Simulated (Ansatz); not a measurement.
Input file for Ansatz (a program for electronic structure): U-r2SCAN/def2-TZVPP on WH, 2S+1 = 6, a spin state set in the input, which need not be the lowest, a point of a bond scan (R = 1.719 Å). Elements past Kr take the def2 small-core potentials; no spin–orbit coupling.

Ansatz 0.2 input:
```yaml
crystal:
  periodic: [false, false, false]
  atoms:
    - {symbol: W, position_ang: [0.00000000, 0.00000000, 0.00000000]}
    - {symbol: H, position_ang: [0.00000000, 0.00000000, 1.71860000]}
basis:
  gaussian:
    orbitals: def2-TZVPP
    pivot_positions_ang: [[0.00000000, 0.00000000, 0.00000000], [0.00000000, 0.00000000, 1.71860000]]
hamiltonian:
  xc: {name: r2SCAN}
magnetization: {spin_polarized: true, initial_magnetization: 5}
output: {forces: true, orbitals: {seedname: ./end}}
```

The log:

```
WARN ansatz: RAYON_NUM_THREADS=1 ignored (pool sized by the plan → 1); use --threads N
Functional definition: r2SCAN
integrals: 0.01 GiB planned
394 factors; their error is unknown
mean field: 0.20 GiB planned
mean field evaluation 1: about -1837.3972 eV, gradient 1.7e1 eV
mean field evaluation 2: about -1836.6778 eV, gradient 2.3e1 eV
mean field evaluation 4: about -1839.1841 eV, gradient 7.9e-1 eV
mean field evaluation 8: about -1839.1861 eV, gradient 1.0e-1 eV
mean field -1839.18617024 eV, -67.5888451111 hartree, gradient 3.6e-5 eV, S^2 8.774978; 0 other end points of the search recorded, 0 dependent functions left out
the calculation of the forces begins
reference -1839.18618638 eV, -67.5888457041 hartree; 10, 5 occupied and 60, 65 virtual orbitals, 394 factors
Total energy: -1839.18618638 eV, -67.5888457041 hartree
Atom 0 at     0.000000     0.000000     0.000000 Å, force    -0.000000    -0.000000     0.065469 eV/Å
Atom 1 at     0.000000     0.000000     1.718600 Å, force     0.000000     0.000000    -0.065469 eV/Å
Dipole moment:     0.000000     0.000000    -0.417267 e Å
```

The calculation finished and met its thresholds.

Cost: very roughly 2.7 core-seconds.
